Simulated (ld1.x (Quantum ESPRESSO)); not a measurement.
**Before and after: TM potential for thallium**

ld1.x (Quantum ESPRESSO) 7.5 input, shortened:

```
&input
   title='Tl', zed=81., rel=1, dft='PBE', iswitch=3,
   config='[Xe] 4f14 5d10 6s2 6p0.5'
 /
 &inputp
   pseudotype=2, tm=.true., lloc=-1, rcloc=1.60,
   nlcc=.false.
 /
2
6S  1  0   2.00   0.00  1.75  1.75  0.0
6P  2  1   0.50   0.00  2.25  2.25  0.0
 &test
   configts(1)='6s2 6p0.5'
 /
```

Change: fully relativistic.

Cutoffs: the cutoffs (Ry, on a coarse ladder) from which the occupation-weighted sum of valence levels, in a spherical-Bessel basis at the reference potential, stays within 10 and 1 mRy of its value at 400 Ry; they do not see the model core or the augmentation charge, which bear on the density cutoff. Errors are all-electron minus pseudo energies relative to the spin-unpolarised reference configuration.

What does the change do?

The potential gets neither clearly harder nor softer (25 Ry and 55 Ry → 25 Ry and 55 Ry); both files keep a bound ghost (d, p, s); the number of tests that count goes from 7 to 5; of the 5 tests that both files solve, the error grows in 0 and shrinks in 2 by more than 15 % and 0.3 meV (median size 24.1 → 18.8 meV).

| quantity | base | changed |
| --- | --- | --- |
| cutoff, loose | 25 Ry | 25 Ry |
| cutoff, tight | 55 Ry | 55 Ry |
| loose cutoff by channel (10 mRy a level) | s 21 Ry, p 6 Ry | s 21 Ry, p 21 Ry |
| bound ghosts | s, p, d | s, p3/2, d, p1/2 |
| tests counted (converged, no solver errors) | 7 of 7 | 5 of 7 |
| error for 6s2 6p1, meV [ΔE -1.85 → -1.90 eV] | +12 | +9.6 |
| error for 6s2 6p0, meV [ΔE 3.31 → 3.37 eV] | +18 | +18 |
| error for 6s1 6p0, meV [ΔE 24.09 → 24.16 eV] | +91 | +97 |
| error for 6s1 6p2, meV [ΔE 5.55 → 5.38 eV] | +93 | +88 |
| error for 6s2 6p1.3, meV [ΔE -2.35 → -2.42 eV] | +24 | +19 |
| s: phases at 2.46 bohr within 0.05 rad from the reference energy up to (Ry; the scan ends near 5) | 3.0 | 3.0 |

Changed file: Tests not counted: 6s0 6p3 (solver errors, printed error -2.9 eV); 6s1 6p1 (solver errors, printed error +804 meV). A true bound ghost makes a file unfit for plane-wave use even where its test errors are small: the radial tests pick states by their node count and pass the ghost by. Where a test does run into it, the solver fails or the error is huge.
